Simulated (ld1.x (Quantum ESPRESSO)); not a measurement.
# Plane-wave convergence, TM potential for nickel

ld1.x (Quantum ESPRESSO) 7.5 input, shortened:

```
&input
   title='Ni', zed=28., rel=1, dft='PBE', iswitch=3,
   config='[Ar] 3d8 4s2 4p0'
 /
 &inputp
   pseudotype=2, tm=.true., lloc=0,
   nlcc=.true., new_core_ps=.true., rcore=0.60
 /
3
4P  2  1   0.00   0.00  2.20  2.20  0.0
3D  3  2   8.00   0.00  0.85  0.85  0.0
4S  1  0   2.00   0.00  2.20  2.20  0.0
 &test
   configts(1)='3d8 4s2 4p0'
 /
```

The pseudo-atom Hamiltonian at the reference potential is diagonalised in spherical Bessel functions j_l(qr) that vanish at 20 bohr, with q² up to the cutoff. All-electron valence levels (Ry): 4p -0.0900, 3d -0.6522, 4s -0.4147.

Question: How do the lowest levels (Ry) of each channel move with the cutoff, and are there ghosts?

Answer:

```tsv
cutoff (Ry)	p #1	p #2	d #1	s #1	s #2	f #1	Σ f·Δε (mRy)
8	-0.0892	0.0494	0.0625	-0.4098	0.0045	0.1130	5726.7
15	-0.0900	0.0492	0.0625	-0.4123	0.0042	0.1130	5721.9
25	-0.0900	0.0492	0.0625	-0.4144	0.0041	0.1130	5717.5
35	-0.0900	0.0492	0.0625	-0.4146	0.0040	0.1130	5716.7
50	-0.0900	0.0492	0.0623	-0.4147	0.0040	0.1130	5715.5
70	-0.0900	0.0492	0.0620	-0.4147	0.0040	0.1130	5713.0
100	-0.0900	0.0492	0.0580	-0.4147	0.0040	0.1130	5680.4
140	-0.0900	0.0492	-0.3781	-0.4147	0.0040	0.1130	2191.8
180	-0.0900	0.0492	-0.5905	-0.4147	0.0040	0.1130	493.0
260	-0.0900	0.0492	-0.6512	-0.4147	0.0040	0.1130	7.0
400	-0.0900	0.0492	-0.6521	-0.4147	0.0040	0.1130	0.0
```

Result: no extra level below or beside the all-electron valence levels (p, d, s, f tested); 10 mRy is reached at 260 Ry and 1 mRy at over 300 Ry.

5 of 7 tests not solved or not reliable.
